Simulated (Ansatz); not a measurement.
```yaml
crystal:
  periodic: [false, false, false]
  atoms:
    - {symbol: Pt, position_ang: [0.609186, 1.064619, -0.130855]}
    - {symbol: H, position_ang: [2.379378, 0.695674, 0.168431]}
    - {symbol: H, position_ang: [0.858283, 2.500972, 0.138914]}
    - {symbol: As, position_ang: [-1.730160, 1.105954, -0.000632]}
    - {symbol: H, position_ang: [-2.781341, 0.034840, -0.062525]}
    - {symbol: H, position_ang: [-2.169906, 1.939944, -1.232195]}
    - {symbol: H, position_ang: [-2.177553, 1.974897, 1.357063]}
    - {symbol: As, position_ang: [1.096259, -1.691587, -0.028477]}
    - {symbol: H, position_ang: [2.022535, -2.353158, 1.138742]}
    - {symbol: H, position_ang: [1.706416, -2.501427, -1.114290]}
    - {symbol: H, position_ang: [-0.235504, -2.468949, -0.251405]}
basis:
  gaussian: {orbitals: def2-mTZVPP}
hamiltonian: {xc: {name: B97}}
scf: {omitted_lower_state_checks: [starts]}
output: {forces: true}
```

```sh
$ ansatz run in.yaml --threads 4 --pin off --events-out ev --progress --plain --max-ram 3916MiB
```

Shortened log:

```
Functional definition: B97
1561 factors; integrals over basis functions are off by at most 1.1e-3 eV
mean field evaluation 1: about -125050.5247 eV, gradient 3.7e1 eV
mean field evaluation 2: about -124976.1084 eV, gradient 2.0e2 eV
mean field evaluation 4: about -125053.5819 eV, gradient 5.4e0 eV
mean field evaluation 8: about -125053.7386 eV, gradient 3.8e-1 eV
mean field evaluation 16: about -125053.7389 eV, gradient 8.3e-5 eV
mean field -125053.73889880 eV, -4595.6401400624 hartree, gradient 1.1e-5 eV, S^2 0.000000; 0 other end points of the search recorded, 0 dependent functions left out
reference -125053.73892837 eV, -4595.6401411488 hartree; 46, 46 occupied and 102, 102 virtual orbitals, 1561 factors
Total energy: -125053.73892837 eV, -4595.6401411488 hartree
Atom 0 at     0.609186     1.064619    -0.130855 Å, force     3.285332    -4.464284     1.136857 eV/Å
Atom 1 at     2.379378     0.695674     0.168431 Å, force    -1.814044     1.271364    -0.559444 eV/Å
Atom 2 at     0.858283     2.500972     0.138914 Å, force     0.091250     1.634930     0.047781 eV/Å
Atom 3 at    -1.730160     1.105954    -0.000632 Å, force    -0.531067     2.347357     0.644190 eV/Å
Atom 4 at    -2.781341     0.034840    -0.062525 Å, force    -0.065805    -0.140479     0.145265 eV/Å
Atom 5 at    -2.169906     1.939944    -1.232195 Å, force    -0.483221    -0.156007     0.830399 eV/Å
Atom 6 at    -2.177553     1.974897     1.357063 Å, force     0.060565    -1.087550    -1.939925 eV/Å
Atom 7 at     1.096259    -1.691587    -0.028477 Å, force    -0.171256     0.463244     0.322504 eV/Å
Atom 8 at     2.022535    -2.353158     1.138742 Å, force    -1.504462     0.423641    -1.031131 eV/Å
Atom 9 at     1.706416    -2.501427    -1.114290 Å, force     0.517027    -0.054257    -0.493945 eV/Å
Atom 10 at    -0.235504    -2.468949    -0.251405 Å, force     0.615679    -0.237961     0.897450 eV/Å
Dipole moment:    -0.724762    -0.713874     0.032205 e Å
Checks for a lower state left out: starts
```

It took 8.5 s on 4 threads of Arm Neoverse V1 on a shared host.

In the def2 sets Pt takes a core potential; there is no spin–orbit coupling.
